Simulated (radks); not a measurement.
Values are calculated unless marked as measured or tabulated.
Removal energies from neutral krypton, [Kr], by Delta-SCF beside the eigenvalue of the level emptied. Level of theory: non-relativistic Kohn-Sham, PBE, spin-polarised, spherical densities, point nucleus (a radial shooting solver on a logarithmic mesh with Libxc functionals). Open shells are filled with parallel spins first.

\begin{tabular}{lrrr}
removed from & final configuration & Delta-SCF (eV) & -eigenvalue (eV) \\ \hline
4p & [Ar] 3d10 4s2 4p5 & 14.097 & 9.283 \\
4s & [Ar] 3d10 4s1 4p6 & 27.581 & 22.168 \\
3d & [Ar] 3d9 4s2 4p6 & 95.473 & 83.348 \\
3p & [Ne] 3s2 3p5 3d10 4s2 4p6 & 205.22 & 193.11 \\
\end{tabular}
